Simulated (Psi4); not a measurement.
Input for Psi4: SAPT0/jun-cc-pV(D+d)Z on CH9AlN2 (a complex), monomers drawn apart or pushed together.

```
memory 3675 MB

molecule dimer {
0 1
C    -0.50060950   -0.40744734    1.56201586
N    -0.35294685    0.28769917    0.29149530
Al    0.81695944   -0.00879326   -1.00557997
H    -0.35640435    0.25774005    2.41985788
H     0.24624773   -1.20005822    1.63602003
H    -1.48544535   -0.87618195    1.66539196
H    -1.03470934    1.02621013    0.18673627
H     0.73648686    0.91151431   -2.28393564
H     1.86112229   -1.17196098   -0.79044003
--
0 1
N    -0.13447722    0.20539316    6.64920830
H     0.37958279   -0.51250136    6.15157272
H    -1.10019084    0.14835592    6.34688243
H     0.22602124    1.10168627    6.34234321
units angstrom
symmetry c1
no_reorient
no_com
}

set {
  basis jun-cc-pV(D+d)Z
  scf_type df
  freeze_core true
}

energy('sapt0')
```

The log:

```
[...]
==> Input File <==

--------------------------------------------------------------------------
memory 3675 MB

molecule dimer {
0 1
C    -0.50060950   -0.40744734    1.56201586
N    -0.35294685    0.28769917    0.29149530
Al    0.81695944   -0.00879326   -1.00557997
H    -0.35640435    0.25774005    2.41985788
H     0.24624773   -1.20005822    1.63602003
H    -1.48544535   -0.87618195    1.66539196
H    -1.03470934    1.02621013    0.18673627
H     0.73648686    0.91151431   -2.28393564
H     1.86112229   -1.17196098   -0.79044003
--
0 1
N    -0.13447722    0.20539316    6.64920830
H     0.37958279   -0.51250136    6.15157272
H    -1.10019084    0.14835592    6.34688243
H     0.22602124    1.10168627    6.34234321
units angstrom
symmetry c1
no_reorient
no_com
}

set {
  basis jun-cc-pV(D+d)Z
  scf_type df
  freeze_core true
}

energy('sapt0')
--------------------------------------------------------------------------


   => Loading Basis Set <=

    Name: JUN-CC-PV(D+D)Z
    Role: ORBITAL
    Keyword: BASIS
    atoms 1          entry C          line   188 file jun-cc-pv_dpd_z.gbs
    atoms 2, 10      entry N          line   222 file jun-cc-pv_dpd_z.gbs
    atoms 3          entry AL         line   500 file jun-cc-pv_dpd_z.gbs
    atoms 4-9, 11-13 entry H          line    60 file jun-cc-pv_dpd_z.gbs

   => Loading Basis Set <=

    Name: JUN-CC-PV(D+D)Z
    Role: ORBITAL
    Keyword: BASIS
    atoms 1          entry C          line   188 file jun-cc-pv_dpd_z.gbs
    atoms 2, 10      entry N          line   222 file jun-cc-pv_dpd_z.gbs
    atoms 3          entry AL         line   500 file jun-cc-pv_dpd_z.gbs
    atoms 4-9, 11-13 entry H          line    60 file jun-cc-pv_dpd_z.gbs


  //>>>>>>>>>>>>>>>>>>>>>>>>>>>>>>>>>>>//
  //              Dimer HF             //
  //<<<<<<<<<<<<<<<<<<<<<<<<<<<<<<<<<<<//

   => Libint2 <=

    Primary   basis highest AM E, G, H:  7, 6, 3
    Auxiliary basis highest AM E, G, H:  7, 7, 4
    Onebody   basis highest AM E, G, H:  -, -, -
    Solid Harmonics ordering:            Gaussian


   => Loading Basis Set <=

    Name: JUN-CC-PV(D+D)Z
    Role: ORBITAL
    Keyword: BASIS
    atoms 1          entry C          line   188 file jun-cc-pv_dpd_z.gbs
    atoms 2, 10      entry N          line   222 file jun-cc-pv_dpd_z.gbs
    atoms 3          entry AL         line   500 file jun-cc-pv_dpd_z.gbs
    atoms 4-9, 11-13 entry H          line    60 file jun-cc-pv_dpd_z.gbs


         ---------------------------------------------------------
                                   SCF
               by Justin Turney, Rob Parrish, Andy Simmonett
                          and Daniel G. A. Smith
                              RHF Reference
                        2 Threads,   3504 MiB Core
         ---------------------------------------------------------

  ==> Geometry <==

    Molecular point group: c1
    Full point group: C1

    Geometry (in Angstrom), charge = 0, multiplicity = 1:

       Center              X                  Y                   Z               Mass
    ------------   -----------------  -----------------  -----------------  -----------------
         C           -0.500609500000    -0.407447340000     1.562015860000    12.000000000000
         N           -0.352946850000     0.287699170000     0.291495300000    14.003074004430
         AL           0.816959440000    -0.008793260000    -1.005579970000    26.981538530000
         H           -0.356404350000     0.257740050000     2.419857880000     1.007825032230
         H            0.246247730000    -1.200058220000     1.636020030000     1.007825032230
         H           -1.485445350000    -0.876181950000     1.665391960000     1.007825032230
         H           -1.034709340000     1.026210130000     0.186736270000     1.007825032230
         H            0.736486860000     0.911514310000    -2.283935640000     1.007825032230
         H            1.861122290000    -1.171960980000    -0.790440030000     1.007825032230
         N           -0.134477220000     0.205393160000     6.649208300000    14.003074004430
         H            0.379582790000    -0.512501360000     6.151572720000     1.007825032230
         H           -1.100190840000     0.148355920000     6.346882430000     1.007825032230
         H            0.226021240000     1.101686270000     6.342343210000     1.007825032230

  Running in c1 symmetry.

  Rotational constants: A =      0.43579  B =      0.02036  C =      0.01993 [cm^-1]
  Rotational constants: A =  13064.61242  B =    610.26327  C =    597.61723 [MHz]
  Nuclear repulsion =  139.071132409020748

  Charge       = 0
  Multiplicity = 1
  Electrons    = 42
  Nalpha       = 21
  Nbeta        = 21

  ==> Algorithm <==

  SCF Algorithm Type is DF.
  DIIS enabled.
  MOM disabled.
  Fractional occupation disabled.
  Guess Type is SAD.
  Energy threshold   = 1.00e-08
  Density threshold  = 1.00e-08
  Integral threshold = 1.00e-12

  ==> Primary Basis <==

  Basis Set: JUN-CC-PV(D+D)Z
    Blend
[...]
    123A     11.564491   124A     18.446336   125A     25.291640
     126A     88.310305

    Final Occupation by Irrep:
              A
    DOCC [     5 ]
    NA   [     5 ]
    NB   [     5 ]

  @DF-RHF Final Energy:   -56.20279938003976

   => Energetics <=

    Nuclear Repulsion Energy =             11.9361899654796275
    One-Electron Energy =                 -99.5204658249977712
    Two-Electron Energy =                  31.3814764794783798
    Total Energy =                        -56.2027993800397638

Computation Completed


Properties will be evaluated at   0.000000,   0.000000,   0.000000 [a0]

Properties computed using the SCF density matrix


 Multipole Moments:

 ------------------------------------------------------------------------------------
     Multipole            Electronic (a.u.)      Nuclear  (a.u.)        Total (a.u.)
 ------------------------------------------------------------------------------------

 L = 1.  Multiply by 2.5417464519 to convert [e a0] to [Debye]
 Dipole X            :          2.6560635           -2.7135094           -0.0574460
 Dipole Y            :         -4.0360347            4.1107079            0.0746732
 Dipole Z            :       -124.2562619          123.5602274           -0.6960345
 Magnitude           :                                                    0.7023818

 ------------------------------------------------------------------------------------

  Constructing Basis Sets for SAPT...

   => Loading Basis Set <=

    Name: (JUN-CC-PV(D+D)Z AUX)
    Role: RIFIT
    Keyword: DF_BASIS_SAPT
    atoms 1          entry C          line   100 file jun-cc-pvdz-ri.gbs
    atoms 2, 10      entry N          line   144 file jun-cc-pvdz-ri.gbs
    atoms 3          entry AL         line   320 file jun-cc-pvdz-ri.gbs
    atoms 4-9, 11-13 entry H          line    30 file jun-cc-pvdz-ri.gbs

   => Loading Basis Set <=

    Name: (JUN-CC-PV(D+D)Z AUX)
    Role: JKFIT
    Keyword: DF_BASIS_ELST
    atoms 1          entry C          line   146 file jun-cc-pvdz-jkfit.gbs
    atoms 2, 10      entry N          line   202 file jun-cc-pvdz-jkfit.gbs
    atoms 3          entry AL         line   426 file jun-cc-pvdz-jkfit.gbs
    atoms 4-9, 11-13 entry H          line    70 file jun-cc-pvdz-jkfit.gbs


  //>>>>>>>>>>>>>>>>>>>>>>>>>>>>>>>>>>>//
  //               SAPT0               //
  //<<<<<<<<<<<<<<<<<<<<<<<<<<<<<<<<<<<//



        SAPT0
    Ed Hohenstein
     6 June 2009

      Orbital Information
  --------------------------
    NSO        =       126
    NMO        =       126
    NRI        =       406
    NRI (Elst) =       565
    NOCC A     =        16
    NOCC B     =         5
    FOCC A     =         7
    FOCC B     =         1
    NVIR A     =       110
    NVIR B     =       121

    Elst10,r            =     0.000072973552 [Eh]
    Exch10              =     0.000034157628 [Eh]
    Exch10 (S^2)        =     0.000034155901 [Eh]

    Maxiter = 50
    CPHF R converge = 1.000000E-08

    Iter     Energy [mEh]          dE [mEh]         Residual      Time [s]
       1      -0.00687511       0.006875112     4.594814e-04             0
       2      -0.00873330       0.001858184     1.853095e-04             0
       3      -0.00892475       0.000191452     4.920862e-05             0
       4      -0.00889827      -0.000026476     2.061470e-05             0
       5      -0.00888063      -0.000017642     5.395746e-06             0
       6      -0.00888247       0.000001843     2.080989e-06             0
       7      -0.00888428       0.000001809     4.561340e-07             0
       8      -0.00888401      -0.000000268     9.227104e-08             0
       9      -0.00888399      -0.000000019     1.808125e-08             0
      10      -0.00888401       0.000000012     3.176677e-09             0

    CHF Iterations converged

    Maxiter = 50
    CPHF R converge = 1.000000E-08

    Iter     Energy [mEh]          dE [mEh]         Residual      Time [s]
       1      -0.00279510       0.002795099     1.780625e-04             0
       2      -0.00327833       0.000483230     6.064615e-05             0
       3      -0.00329981       0.000021486     2.277515e-05             0
       4      -0.00328101      -0.000018802     5.140161e-06             0
       5      -0.00328181       0.000000795     1.221005e-06             0
       6      -0.00328240       0.000000596     1.686428e-07             0
       7      -0.00328229      -0.000000112     2.713701e-08             0
       8      -0.00328230       0.000000011     5.416746e-09             0

    CHF Iterations converged

    Ind20,r (A<-B)      =    -0.000008884006 [Eh]
    Ind20,r (B<-A)      =    -0.000003282302 [Eh]
    Ind20,r             =    -0.000012166307 [Eh]
    Exch-Ind20,r (A<-B) =     0.000002028516 [Eh]
    Exch-Ind20,r (B<-A) =     0.000002750818 [Eh]
    Exch-Ind20,r        =     0.000004779335 [Eh]
    Disp20              =    -0.000142479413 [Eh]
    Disp20 (SS)         =    -0.000071239707 [Eh]
    Disp20 (OS)         =    -0.000071239707 [Eh]
    Exch-Disp20         =     0.000002915695 [Eh]
    Exch-Disp20 (SS)    =     0.000001836408 [Eh]
    Exch-Disp20 (OS)    =     0.000001079287 [Eh]

    SAPT Results
  --------------------------------------------------------------------------------------------------------
    Electrostatics                  0.07297355 [mEh]       0.04579160 [kcal/mol]       0.19159204 [kJ/mol]
      Elst10,r                      0.07297355 [mEh]       0.04579160 [kcal/mol]       0.19159204 [kJ/mol]

    Exchange                        0.03415763 [mEh]       0.02143424 [kcal/mol]       0.08968084 [kJ/mol]
      Exch10                        0.03415763 [mEh]       0.02143424 [kcal/mol]       0.08968084 [kJ/mol]
      Exch10(S^2)                   0.03415590 [mEh]       0.02143315 [kcal/mol]       0.08967631 [kJ/mol]

    Induction                      -0.00897013 [mEh]      -0.00562884 [kcal/mol]      -0.02355108 [kJ/mol]
      Ind20,r                      -0.01216631 [mEh]      -0.00763447 [kcal/mol]      -0.03194264 [kJ/mol]
      Exch-Ind20,r                  0.00477933 [mEh]       0.00299908 [kcal/mol]       0.01254814 [kJ/mol]
      delta HF,r (2)               -0.00158316 [mEh]      -0.00099345 [kcal/mol]      -0.00415658 [kJ/mol]

    Dispersion                     -0.13956372 [mEh]      -0.08757756 [kcal/mol]      -0.36642449 [kJ/mol]
      Disp20                       -0.14247941 [mEh]      -0.08940718 [kcal/mol]      -0.37407965 [kJ/mol]
      Exch-Disp20                   0.00291570 [mEh]       0.00182963 [kcal/mol]       0.00765516 [kJ/mol]
      Disp20 (SS)                  -0.07123971 [mEh]      -0.04470359 [kcal/mol]      -0.18703982 [kJ/mol]
      Disp20 (OS)                  -0.07123971 [mEh]      -0.04470359 [kcal/mol]      -0.18703982 [kJ/mol]
      Exch-Disp20 (SS)              0.00183641 [mEh]       0.00115236 [kcal/mol]       0.00482149 [kJ/mol]
      Exch-Disp20 (OS)              0.00107929 [mEh]       0.00067726 [kcal/mol]       0.00283367 [kJ/mol]

  Total HF                          0.09816105 [mEh]       0.06159699 [kcal/mol]       0.25772180 [kJ/mol]
  Total SAPT0                      -0.04140267 [mEh]      -0.02598057 [kcal/mol]      -0.10870269 [kJ/mol]

  Special recipe for scaled SAPT0 (see Manual):
    Electrostatics sSAPT0           0.07297355 [mEh]       0.04579160 [kcal/mol]       0.19159204 [kJ/mol]
    Exchange sSAPT0                 0.03415763 [mEh]       0.02143424 [kcal/mol]       0.08968084 [kJ/mol]
    Induction sSAPT0               -0.00896941 [mEh]      -0.00562839 [kcal/mol]      -0.02354917 [kJ/mol]
    Dispersion sSAPT0              -0.13956328 [mEh]      -0.08757728 [kcal/mol]      -0.36642333 [kJ/mol]
  Total sSAPT0                     -0.04140150 [mEh]      -0.02597983 [kcal/mol]      -0.10869963 [kJ/mol]
  --------------------------------------------------------------------------------------------------------



*** Psi4 exiting successfully. Buy a developer a beer!
```

The run finished.

Cost: around 10 core-seconds (rough).
